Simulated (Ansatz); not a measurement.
Stepwise reaction of `[F][Zr]([F])([SeH])[SeH]` with hydrogen fluoride, as a gas-phase model of exchange steps in deposition or etching. ΔE in kJ/mol; ΔG adds harmonic PBE0-D4 terms to CCSD(T)/CBS, at 1 bar.

Program: Ansatz. Geometries: PBE0-D4/def2-TZVP. ΔE: electronic, gas phase. CBS: MP2 limit from def2 TZ/QZ plus the TZ coupled-cluster correction, frozen cores. This one scheme is used for every species. Functionals use def2-TZVPP. B3LYP here is the variant with VWN-RPA as its local correlation; programs differ in this. Elements past krypton have def2 core potentials. For Se, Zr outer-core shells are correlated without core-valence functions, which leaves a few kJ/mol of doubt a bond. Scalar relativity is left out up to krypton. One conformer a species, not always the lowest.

```
step                                                            reaction  PBE-D4  B3LYP-D4  ωB97M-V  CCSD(T)/CBS  ΔG(400 K)
   1  `[F][Zr]([F])([SeH])[SeH]` + H–F → `[F][Zr]([F])([F])[SeH]` + H₂Se   -77.2     -82.5    -85.9        -68.7      -78.0
```

(1) Give the row of step 2, `[F][Zr]([F])([F])[SeH]` + H–F → `[F][Zr]([F])([F])[F]` + H₂Se. (An estimate is asked.)

(2) By hand: ΔE of the 2 steps together at CCSD(T)/CBS.

Answers

(1) Computed: 
| step | reaction | PBE-D4 | B3LYP-D4 | ωB97M-V | CCSD(T)/CBS | ΔG(400 K) |
| --- | --- | --- | --- | --- | --- | --- |
| 2 | `[F][Zr]([F])([F])[SeH]` + H–F → `[F][Zr]([F])([F])[F]` + H₂Se | -82.3 | -87.5 | -88.6 | -75.1 | -71.8 |

(2) (-68.7) + (-75.1) = -143.8 kJ/mol, or -71.9 kJ/mol a step.

In ΔE each step is lower than the one before. All are downhill at CCSD(T)/CBS. ΔG lies between -78.0 and -71.8 kJ/mol a step. PBE-D4 differs from CCSD(T)/CBS by -8.5 to -7.2 kJ/mol a step. Only this route is followed, and other bonds may react first. Isolated molecules leave out the surface, adducts and barriers. Largest T1 diagnostic: 0.018.
